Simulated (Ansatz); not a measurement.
Geometry optimisation, UKS PBE/def2-SVP (Ansatz 0.2.0).

Input file:

```yaml
crystal:
  periodic: [false, false, false]
  atoms:
    - { symbol: H, position_ang: [-0.83648, -0.915687, 0.889514] }
    - { symbol: "N", position_ang: [0.030906, -0.676618, 0.40477] }
    - { symbol: Si, position_ang: [0.067123, -0.098681, -1.284564] }
    - { symbol: C, position_ang: [1.3e-05, 1.193443, 1.58733] }
    - { symbol: "N", position_ang: [-0.339446, 1.420328, 2.700598] }
    - { symbol: H, position_ang: [0.850937, -1.067617, 0.878116] }
    - { symbol: H, position_ang: [0.053332, -1.262259, -2.239252] }
    - { symbol: H, position_ang: [1.334971, 0.675689, -1.458823] }
    - { symbol: H, position_ang: [-1.161457, 0.731302, -1.477589] }
magnetization:
  spin_polarized: true
  initial_magnetization: 1
basis:
  gaussian: { orbitals: def2-SVP }
hamiltonian:
  xc: pbe
relax:
  f_tol: 0.03
  max_steps: 50
```

Command:

```bash
$ ansatz run input.yaml --threads 2 --pin off --max-ram 3072MiB --backend cpu --events-out ev --progress --plain --runs-dir out
```

Question: Where does it end, and by what steps?

Answer: It converged. The force dipped under the threshold on the way, but the program's further checks kept it going. After 17 steps the energy has fallen by 0.008 eV; N5 moved furthest, 0.18 Å.

```csv
step,energy less start (eV),largest force component (eV/Å),accepted
0,0.0000,0.139,yes
1,-0.0064,0.110,yes
2,-0.0048,0.242,no
3,-0.0078,0.037,yes
4,-0.0045,0.787,no
5,-0.0080,0.049,yes
6,-0.0081,0.065,yes
7,-0.0055,0.705,no
8,-0.0082,0.003,yes
9,-0.0081,0.214,no
10,-0.0083,0.021,yes
11,-0.0083,0.073,yes
12,-0.0083,0.048,yes
13,-0.0084,0.025,yes
14,-0.0083,0.206,no
15,-0.0084,0.039,yes
16,-0.0085,0.039,yes
17,-0.0085,0.015,yes
```

```xyz
9
Properties=species:S:1:pos:R:3
H -0.878 -1.020 0.818
N -0.013 -0.649 0.411
Si 0.065 -0.100 -1.287
C -0.075 1.221 1.595
N -0.167 1.439 2.756
H 0.811 -1.019 0.896
H 0.107 -1.277 -2.225
H 1.321 0.701 -1.425
H -1.171 0.704 -1.540
```

Time of the run: 42 s on 2 threads of Intel(R) Xeon(R) Platinum 8259CL CPU @ 2.50GHz (Skylake/Cascade Lake), with other jobs on the host, peak memory 0.2 GiB.
